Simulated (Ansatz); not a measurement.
Reaction (formal exchange of groups at the Si–Cl bond): `C[Si](S)(Cl)Cl` + `C/C=C/C=O` → `C[Si](S)(Cl)C=O` + `C/C=C/Cl`

Calculated with Ansatz (gas phase, PBE0-D4/def2-TZVP geometries, no zero-point term in ΔE). CCSD(T)/CBS adds triple-zeta CCSD(T) − MP2 to the extrapolated MP2 energy (def2 sets, frozen cores). Double bonds are as drawn, so ΔE can hold a change between cis and trans. Functionals use def2-TZVPP. B3LYP here is the variant with VWN-RPA as its local correlation; programs differ in this. Each species was taken in one conformer, which may not be the lowest.

`C[Si](S)(Cl)Cl`:

Z-matrix (Å, degrees):
```
C
Si 1 1.847
H 1 1.092 2 110.1
H 1 1.092 2 109.9 3 120.3
H 1 1.092 2 110.2 3 -119.8
S 2 2.121 1 114.3 3 -178.4
Cl 2 2.045 1 110.1 3 -61.1
Cl 2 2.051 1 108.3 3 57.8
H 6 1.345 2 93.2 1 -63.0
```

`C/C=C/C=O`:

Cartesian coordinates in Å:
```
C -0.754 -0.638 1.452
C 0.100 -0.403 0.263
C 0.000 0.625 -0.581
C 0.905 0.742 -1.721
O 0.880 1.635 -2.530
H -1.498 0.149 1.580
H -1.271 -1.599 1.369
H -0.144 -0.695 2.359
H 0.878 -1.142 0.068
H -0.747 1.404 -0.458
H 1.651 -0.080 -1.802
```

`C[Si](S)(Cl)C=O`:

```xyz
11

C    -1.301   -0.116    0.780
Si    0.043   -0.393   -0.456
S     1.508   -1.825    0.141
Cl   -0.687   -1.093   -2.242
C     0.952    1.257   -0.826
O     0.874    2.188   -0.063
H    -0.883    0.327    1.687
H    -1.791   -1.057    1.036
H    -2.044    0.576    0.376
H     1.744   -1.197    1.308
H     1.586    1.333   -1.741
```

`C/C=C/Cl`:

```xyz
9

C    -0.220    1.170    0.119
C     0.438   -0.163    0.202
C    -0.089   -1.266   -0.304
Cl    0.672   -2.809   -0.210
H     0.418    1.888   -0.406
H    -1.176    1.117   -0.405
H    -0.400    1.579    1.118
H     1.398   -0.224    0.706
H    -1.041   -1.291   -0.821
```

| level | ΔE (kJ/mol) | difference from CCSD(T)/CBS |
| --- | --- | --- |
| PBE-D4 | 179.9 | -6.2 |
| r2SCAN-D4 | 192.2 | 6.1 |
| PBE0-D4 | 187.8 | 1.7 |
| B3LYP-D4 | 185.2 | -0.9 |
| ωB97X-V | 184.8 | -1.3 |
| B2PLYP | 187.9 | 1.8 |
| PBE | 179.7 | -6.4 |
| r2SCAN | 192.4 | 6.3 |
| PBE0 | 187.8 | 1.7 |
| B3LYP | 184.7 | -1.4 |
| MP2/def2-TZVPP | 192.5 | 6.4 |
| CCSD(T)/def2-TZVPP | 183.7 | -2.4 |
| MP2/def2-QZVPP | 194.0 | 7.9 |
| HF/CBS(def2) | 198.7 | 12.6 |
| MP2/CBS(def2) | 195.0 | 8.9 |
| CCSD/CBS(def2) | 187.4 | 1.3 |
| CCSD(T)/CBS | 186.1 | 0 |

Largest T1 diagnostic among the species: 0.014.

In def2-TZVPP, CCSD(T) changes the Hartree–Fock value by −14.8 kJ/mol (the triples alone add −1.2 kJ/mol) and MP2 by −5.9 kJ/mol. From PBE to PBE0 (25 % exact exchange), in def2-TZVPP and without D4, ΔE moves by +8.1 kJ/mol.
